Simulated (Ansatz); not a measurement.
A geometry relaxed with PBE0-D3(BJ)/def2-TZVP (Ansatz, a first-principles code), charge 0, multiplicity 1:

```xyz
7

H     -0.9314     1.7316    -0.6616
B      0.0970     0.1723    -0.1697
O      1.3354    -0.4019    -0.2389
O     -1.0049    -0.3876     0.4357
H     -0.8700    -1.2478     0.8334
O     -0.0380     1.3945    -0.7508
H      1.4118    -1.2611     0.1746
```

Q: Write the SMILES of this molecule.

A: `OB(O)O`
